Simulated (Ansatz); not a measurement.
Relaxation of AlClH$_{4}$O$_{2}$Si (9 atoms, charge 0, multiplicity 1), to a largest force component of 0.02 eV/Å in at most 40 steps.

The calculation used Ansatz, RKS LDA/STO-3G.

```xyz
9
Properties=species:S:1:pos:R:3
Al 0.000 0.000 0.000
O 0.000 0.000 1.780
H -0.909 -0.281 2.117
Cl 1.931 0.000 -1.115
O -1.542 0.000 -0.890
Si -2.691 -1.224 -0.827
H -2.288 -2.220 0.162
H -3.983 -0.659 -0.450
H -2.801 -1.857 -2.138
```

Q: Where does it end, and by what steps?

A: The run converged. Limits of this set-up: minimal basis. After 13 steps the energy has fallen by 0.782 eV; Cl4 moved furthest, 1.01 Å.

| step | energy less start (eV) | largest force component (eV/Å) | accepted |
| --- | --- | --- | --- |
| 0 | 0.0000 | 2.622 | yes |
| 1 | -0.5675 | 1.577 | yes |
| 2 | -0.6540 | 0.561 | yes |
| 3 | -0.6652 | 0.093 | yes |
| 4 | -0.6709 | 0.102 | yes |
| 5 | -0.6904 | 0.224 | yes |
| 6 | -0.7038 | 0.380 | yes |
| 7 | -0.7261 | 0.445 | yes |
| 8 | -0.7515 | 0.408 | yes |
| 9 | -0.7646 | 0.150 | yes |
| 10 | -0.7749 | 0.209 | yes |
| 11 | -0.7811 | 0.065 | yes |
| 12 | -0.7820 | 0.032 | yes |
| 13 | -0.7821 | 0.009 | yes |

```xyz
9
Properties=species:S:1:pos:R:3
Al -0.007 -0.073 -0.109
O 0.005 -0.535 1.523
H -0.899 -1.012 1.649
Cl 1.670 0.920 -0.793
O -1.225 -0.340 -1.240
Si -2.634 -1.124 -0.709
H -2.555 -1.569 0.684
H -3.767 -0.217 -0.822
H -2.871 -2.291 -1.543
```

Whether the end is a true minimum wasn't checked by a vibrational analysis.

Run time: 21 s on 1 thread of Intel(R) Xeon(R) Platinum 8375C CPU @ 2.90GHz (Ice Lake), with other jobs on the host, peak memory 0.16 GiB.
